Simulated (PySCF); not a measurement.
SbBr₂, SMILES [Br][Sb+][Br] (connectivity only; charge and spin as stated), charge +1, multiplicity 1.

Coordinates come from a r2SCAN-D4/def2-SVP optimisation. The multiplicity is an assumed one; other spin states were not compared. The isomer is the one that the SMILES or the coordinates give; other isomers of the formula were not compared. The def2 effective core potentials stand for the cores of Sb; spin–orbit coupling is left out.

Calculation: M06-2X/def2-TZVPD in PySCF.

Gas-phase values at a fixed geometry.

Estimate the frontier levels, gap, dipole moment and polarisability. (The exact figures need the calculation; the answer reports its results.)


| Item | Result |
|---|---|
| highest occupied level | -15.06 eV |
| lowest empty level | -9.02 eV |
| orbital gap | 6.04 eV |
| dipole moment about the centre of nuclear charge | 2.88 D |
| mean static polarisability | 75.9 bohr³ (11.25 Å³) |
| polarisability, principal values | 51.3, 70.6, 105.8 bohr³ |
